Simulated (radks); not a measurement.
Removal energies from the potassium ion K3+, [Ne] 3s2 3p4, by Delta-SCF beside the eigenvalue of the level emptied. All-electron calculation, non-relativistic Kohn-Sham, PBE, spin-polarised, spherical densities, point nucleus. Program: a radial shooting solver on a logarithmic mesh with Libxc functionals. Open shells are filled with parallel spins first.

| removed from | final configuration | Delta-SCF (eV) | -eigenvalue (eV) |
|---|---|---|---|
| 3p | [Ne] 3s2 3p3 | 60.659 | 53.139 |
| 3s | [Ne] 3s1 3p4 | 78.217 | 70.299 |
| 2p | [He] 2s2 2p5 3s2 3p4 | 346.13 | 322.05 |
| 2s | [He] 2s1 2p6 3s2 3p4 | 413.93 | 392.54 |
